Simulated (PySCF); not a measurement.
**SnN: one state, many levels of theory**

State: ²Π (doublet), unpaired electrons π ↑. Set-up: basis Sn x2c-SVPall, N x2c-SVPall; spin-free X2C with a Gaussian nucleus; PySCF 2.14. De refers to Sn + N in their high-spin ground configurations, without counterpoise correction. The functionals are run spin-unrestricted. A positive dipole means Sn(−)N(+). Levels whose curve was spin-contaminated or gave no clean fit are not listed.

```json
{"Level": "ROHF", "Re (Å)": "1.916", "ωe (cm⁻¹)": "834", "De (eV)": "-0.99", "μ (D)": "-3.98", "CPU s a point (SCF and correlation, without the integrals)": "0.12"}
{"Level": "ROHF-MP2", "Re (Å)": "1.991", "ωe (cm⁻¹)": "663", "De (eV)": "1.91", "μ (D)": "n/a", "CPU s a point (SCF and correlation, without the integrals)": "0.22"}
{"Level": "ROHF-SCS-MP2", "Re (Å)": "1.991", "ωe (cm⁻¹)": "659", "De (eV)": "1.87", "μ (D)": "n/a", "CPU s a point (SCF and correlation, without the integrals)": "n/a"}
{"Level": "ROHF-CCSD", "Re (Å)": "1.984", "ωe (cm⁻¹)": "675", "De (eV)": "1.55", "μ (D)": "n/a", "CPU s a point (SCF and correlation, without the integrals)": "n/a"}
{"Level": "ROHF-CCSD(T)", "Re (Å)": "2.007", "ωe (cm⁻¹)": "631", "De (eV)": "1.89", "μ (D)": "n/a", "CPU s a point (SCF and correlation, without the integrals)": "3"}
{"Level": "PBE", "Re (Å)": "1.988", "ωe (cm⁻¹)": "686", "De (eV)": "3.15", "μ (D)": "-2.89", "CPU s a point (SCF and correlation, without the integrals)": "0.97"}
{"Level": "PBEsol", "Re (Å)": "1.975", "ωe (cm⁻¹)": "700", "De (eV)": "3.30", "μ (D)": "-2.84", "CPU s a point (SCF and correlation, without the integrals)": "0.79"}
{"Level": "TPSS", "Re (Å)": "1.986", "ωe (cm⁻¹)": "678", "De (eV)": "2.89", "μ (D)": "-2.95", "CPU s a point (SCF and correlation, without the integrals)": "1.2"}
```

The bond length runs from 1.916 Å (ROHF) to 2.007 Å (ROHF-CCSD(T)). De spans -0.99 eV (ROHF, mean field) to 3.30 eV (PBEsol, GGA). Correlation at CCSD(T) changes the Hartree–Fock bond energy by +2.88 eV; the triples alone change it by +0.34 eV.

Correlated steps freeze 19 core orbitals. Correlated levels converge slowly with the basis: in double zeta they bind strong bonds too weakly, by up to about 1 eV, and carry superposition errors of some tenths. These are scalar-relativistic numbers at best; spin–orbit coupling would shift them, the dissociation energy most. UHF is strongly spin-contaminated for SnN, so the ROHF reference used there is far from stable. A negative De means that the minimum lies above the separated atoms at that level. The state was picked by a PBE0 search and need not be the measured ground state.

The whole job (state search and all levels along the bond) took about 3.2 min on 1 thread of Arm Neoverse V1 (shared host), peak memory 0.61 GiB.
